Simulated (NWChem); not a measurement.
A series in which one site is exchanged, each optimised at PBE0/def2-SVP with NWChem, gas phase unless a solvent is named. All stand in one matching conformer (torsions within 35°), which need not be the lowest. For some, no frequency run checked for a minimum. def2 effective core potentials on In; no spin-orbit coupling.

A: [Ga]([F])([F])[SH] (GaHSF$_{2}$; site = Ga)
B: [SH][In]([F])[F] (InHSF$_{2}$; site = In)
C: FB(S)F (BHSF2; site = B)
D: [F][Al]([F])[SH] (AlHSF2; site = Al)

Values for A:

- dipole (D), PBE0/def2-SVP = 2.18
- orbital gap (eV), PBE0/def2-SVP = 6.94
- vertical ionisation energy, ΔSCF, PBE/def2-SVP (eV) = 10.81
- static polarisability, PBE/def2-SVPD (bohr³) = 49.1
- lowest singlet excitation, PBE/def2-SVPD, TDA (eV) = 4.74

Problem. How do these values change for the other members?

Solution. 
```csv
change from A,B,C,D
"dipole (D), PBE0/def2-SVP",+0.38,-0.86,-0.77
"orbital gap (eV), PBE0/def2-SVP",-1.19,+1.79,+0.34
"vertical ionisation energy, ΔSCF, PBE/def2-SVP (eV)",-0.30,+0.06,-0.08
"static polarisability, PBE/def2-SVPD (bohr³)",+8.8,-11.9,-3.3
"lowest singlet excitation, PBE/def2-SVPD, TDA (eV)",-1.05,+1.71,+0.41
```
